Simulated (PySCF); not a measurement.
**C₆ coefficients of unlike pairs at UHF**

Calculated with PySCF 2.14 from the dipole response of each species, C₆(A,B) = (3/π) ∫ α_A(iu) α_B(iu) du, in atomic units, from isotropic polarisabilities. For ions this is the dispersion term alone; charge-induced terms of lower order in 1/R come first.

```tsv
species	configuration	basis	relativity	α (bohr³)	C₆ (like pair)
Ne	[Ne] (1S)	def2-QZVPPD (8s5p4d2f1g)	none	2.365	5.475
Mo²⁺	[Kr] 4d4 (5D)	x2c-TZVPPall with one added diffuse shell each of s, p, d, f type (9s7p7d3f1g)	spin-free X2C	9.142	48.38
Sb⁺	[Kr] 4d10 5s2 5p2 (3P)	x2c-QZVPPall with one added diffuse shell each of s, p, d, f type (14s10p8d5f1g)	spin-free X2C	25.74	215.9
Cs⁺	[Xe] (1S)	x2c-TZVPPall with one added diffuse shell each of s, p, d type (12s8p7d2f1g)	spin-free X2C	15.33	130.1
```

(1) Estimate C₆ for Cs⁺ with Mo²⁺.

No spin-orbit coupling is included.

The other pairs:

```csv
pair,C₆
"Cs⁺, Sb⁺",163.5
"Sb⁺, Ne",30.74
"Cs⁺, Ne",25.65
"Sb⁺, Mo²⁺",98.27
"Mo²⁺, Ne",15.96
```

## Answers

(1) The integral gives 78.99. The combination rule 2 C_A C_B / (C_A α_B/α_A + C_B α_A/α_B) gives 79.33 and the geometric mean 79.35.
